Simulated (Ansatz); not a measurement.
The same path of F$_{3}$GeH$_{4}$NO (10 atoms, charge 0, multiplicity 1) was run twice with different band settings. Lost on the way: Ge1–O2, N7–H10. Made: O2–H10.

The calculation used RKS PBE0-D4/def2-SVP in Ansatz 0.2.0.

Relaxed end points:

```xyz
10
Properties=species:S:1:pos:R:3
Ge 0.007 -0.203 0.256
O -0.352 -0.009 1.973
H -0.956 0.738 2.071
F 1.509 0.363 -0.409
F -0.977 1.124 -0.304
F -0.770 -1.442 -0.683
N 1.197 -1.814 0.966
H 0.869 -2.689 0.559
H 2.171 -1.663 0.704
H 1.116 -1.855 1.982
```

```xyz
10
Properties=species:S:1:pos:R:3
Ge 0.122 -0.706 -0.042
O 0.396 -0.051 2.224
H 0.712 0.848 2.055
F 0.887 0.849 -0.151
F -1.500 -0.422 0.492
F -0.133 -1.058 -1.713
N 0.970 -2.151 0.546
H 1.407 -2.732 -0.160
H 1.488 -2.080 1.412
H -0.538 0.052 2.453
```

Common settings: movable images 7; climbing image yes; spring 5.0 eV/Å²; optimiser quadratic models (default); start path through a guess of the saddle point; iteration limit 60; end points relaxed.

| run | force threshold |
| --- | --- |
| 1 | 0.03 eV/Å |
| 2 | 0.5 eV/Å |

**Question.** What does each run give, and how far can it be trusted?

**Answer.** Run 1: converged after 19 iterations, highest image 1.210 eV above the first end. A vibrational analysis at the climbing image gives one clearly imaginary mode, 1127i cm⁻¹: a first-order saddle point.
Run 2: converged after 16 iterations, highest image 1.222 eV above the first end. The threshold of 0.5 eV/Å is loose, so the images may lie well off the minimum-energy path. The order of the stationary point at the top wasn't checked.
The orbitals stay closed-shell, which can raise the energy where a bond breaks towards radicals; this wasn't checked here.
